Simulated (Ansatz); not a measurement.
This geometry of BCl2F + BrH (6 atoms, charge 0, multiplicity 1) is a first-order saddle point.

These are results of Ansatz, RKS PBE0-D4/def2-SVP, not measurements.

```xyz
6
Properties=species:S:1:pos:R:3
B 0.017 -0.286 -0.016
F 0.013 0.110 1.474
Cl 1.531 0.184 -0.778
Cl -1.523 0.115 -0.766
Br 0.067 -2.379 0.651
H 0.040 -1.026 1.687
```

(1) Which two structures does it join? (They come from a converged band through this point; their orientation in space is the band's.)

(2) How far does it lie above each of them?

Answers

(1) Bonds broken: B1–F2, Br5–H6. Bonds formed: B1–Br5, F2–H6. BCl2F + BrH becomes BBrCl2 + FH.

Initial state:

```xyz
6
Properties=species:S:1:pos:R:3
B 0.001 0.360 -0.139
F 0.005 0.528 1.167
Cl 1.519 0.321 -0.990
Cl -1.523 0.241 -0.970
Br 0.086 -2.870 1.090
H 0.057 -1.863 2.095
```

Final state:

```xyz
6
Properties=species:S:1:pos:R:3
B 0.022 -0.604 -0.505
F 0.014 0.162 2.124
Cl 1.512 0.194 -0.892
Cl -1.511 0.119 -0.878
Br 0.070 -2.394 0.203
H 0.038 -0.760 2.200
```

(2) 117.0 kJ/mol above the first and 42.3 kJ/mol above the second. This is the barrier of this one path; another mechanism may lie lower. The orbitals stay closed-shell, which can raise the energy where a bond breaks towards radicals; this wasn't checked here.

Time of the run: 3.2 min on 2 threads of Intel(R) Xeon(R) 6975P-C (Granite Rapids), with other jobs on the host, peak memory 0.27 GiB.
